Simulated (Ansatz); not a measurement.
System: BHSF, charge 0, doublet. BHSF (SMILES F[B]S, doublet).
B3LYP-D3(BJ)/def2-TZVP minimum from Ansatz (a program for electronic structure):
```xyz
4

B     -0.4200     0.5788    -0.4320
F     -1.6138     0.0487    -0.5430
S      0.9251    -0.2534     0.4270
H      1.8232     0.7214     0.2149
```
Charge 0, spin multiplicity 2.

Total energies in hartree (Ansatz). Radicals and triplets start from unrestricted determinants; spin-orbit coupling is neglected. Cores are frozen in correlated methods. No relativity. For partners of very few electrons the exact lower level stands in for a higher one.

```csv
species,HF/cc-pV(T+d)Z,CCSD(T)/cc-pV(T+d)Z,HF/cc-pV(Q+d)Z,CCSD(T)/cc-pV(Q+d)Z,CCSD(T)/cc-pV(D+d)Z,CCSDT(Q)/cc-pV(D+d)Z
"1: BHSF (SMILES [B](F)S, doublet)",-522.32905,-522.87052,-522.34262,-522.92646,-522.68602,-522.68794
2: B (doublet),-24.53207,-24.59810,-24.53297,-24.60084,-24.58941,-24.58977
3: F (doublet),-99.40552,-99.62036,-99.41377,-99.65026,-99.52757,-99.52776
4: S (triplet),-397.50938,-397.65444,-397.51264,-397.66785,-397.60412,-397.60456
5: H (doublet),-0.49981,-0.49981,-0.49995,-0.49995,-0.49928,-0.49928
```

### Question
Work out the atomisation energy (electronic, to ground-state atoms) in kJ/mol: take Hartree-Fock from cc-pV(Q+d)Z, extrapolate the CCSD(T) correlation energy as X^-3 (X = 3, 4), and add CCSDT(Q) - CCSD(T) in cc-pV(D+d)Z. 1 hartree = 2625.5 kJ/mol.

### Answer

Species 1: correlation (64·(-0.58384) - 27·(-0.54147))/37 = -0.61476; step -0.00192; E1 = -522.34262 + (-0.61476) + (-0.00192) = -522.95930
Species 2: correlation (64·(-0.06787) - 27·(-0.06603))/37 = -0.06921; step -0.00036; E2 = -24.53297 + (-0.06921) + (-0.00036) = -24.60254
Species 3: correlation (64·(-0.23649) - 27·(-0.21484))/37 = -0.25229; step -0.00019; E3 = -99.41377 + (-0.25229) + (-0.00019) = -99.66625
Species 4: correlation (64·(-0.15521) - 27·(-0.14506))/37 = -0.16262; step -0.00044; E4 = -397.51264 + (-0.16262) + (-0.00044) = -397.67570
Species 5: correlation (64·(0.00000) - 27·(0.00000))/37 = 0.00000; step +0.00000; E5 = -0.49995 + (0.00000) + (+0.00000) = -0.49995
-1·E1 +1·E2 +1·E3 +1·E4 +1·E5 = 0.51486 hartree = 1351.8 kJ/mol.
